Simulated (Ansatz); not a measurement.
Mulliken charges of `C[SiH](O)I` from ωB97M-V/def2-TZVPP in Ansatz (PBE0-D4/def2-TZVP geometry).

| atom | x (Å) | y (Å) | z (Å) | charge (e) |
| --- | --- | --- | --- | --- |
| C1 | -0.504 | 1.068 | -0.246 | -0.437 |
| Si2 | -0.066 | -0.655 | 0.280 | 0.454 |
| O3 | 1.396 | -0.761 | 1.012 | -0.366 |
| I4 | -0.091 | -2.082 | -1.724 | -0.196 |
| H5 | -1.505 | 1.087 | -0.685 | 0.132 |
| H6 | -0.489 | 1.734 | 0.621 | 0.129 |
| H7 | 0.200 | 1.445 | -0.990 | 0.122 |
| H8 | -1.035 | -1.219 | 1.242 | -0.019 |
| H9 | 2.183 | -0.665 | 0.473 | 0.181 |

Q: By hand: the dipole of these point charges (1 e Å = 4.8032 D).

A: Σ q r = (-0.125, 0.369, 0.133) e Å, of length 0.412 e Å = 1.98 D.

Q: How does the dipole of the full density compare? (An estimate is asked.)

A: Ansatz gave: (0.107, 0.397, 0.010) e Å, 1.98 D; the point charges give 1.00 times that, at 37° from its direction.

Point charges leave out the atoms' own dipoles, such as those of lone pairs, and Mulliken's split depends on the basis, so the two needn't agree.
